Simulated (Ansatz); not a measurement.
**Ligand exchange: C2H6 + Sn(SH)2 → CH4S + Sn(CH3)(SH)**

Gas-phase species: C2H6 (ethane) `CC`, singlet; Sn(SH)2, singlet; CH4S (methanethiol) `CS`, singlet; Sn(CH3)(SH), singlet. The partners trade CH3 for SH: C–CH3 and Sn–SH bonds give way to C–SH and Sn–CH3.

Shapes, held fixed at every level: PBE0-D4/def2-TZVP. Flexible molecules stand in one conformer, not always the lowest. Programs: Ansatz 0.2.0. Electronic energies: no zero-point or thermal term.

Task: Estimate ΔE of this reaction.

Result: The highest level, CCSD(T)/def2-TZVPP, gives ΔE = +134.4 kJ/mol; the levels span +134.1 to +144.9. The column of differences is taken from that level and isn't an error. No measured value is set beside it here. For atoms past krypton def2 sets carry core potentials with scalar relativity. Outer-core shells of Sn are correlated, in sets that cover them unevenly.

```
               level                    kind  ΔE (kJ/mol)  less CCSD(T)/def2-TZVPP
       HF/def2-TZVPP            Hartree–Fock       +142.4                     +8.0
r2SCAN-D4/def2-TZVPP                meta-GGA       +144.9                    +10.5
  PBE0-D4/def2-TZVPP           global hybrid       +142.4                     +8.0
  wB97X-V/def2-TZVPP  range-separated hybrid       +135.9                     +1.5
   B2PLYP/def2-TZVPP           double hybrid       +141.5                     +7.1
      MP2/def2-TZVPP     perturbation theory       +138.3                     +3.9
     CCSD/def2-TZVPP   coupled cluster or CI       +134.1                     -0.3
  CCSD(T)/def2-TZVPP   coupled cluster or CI       +134.4                      0.0
```
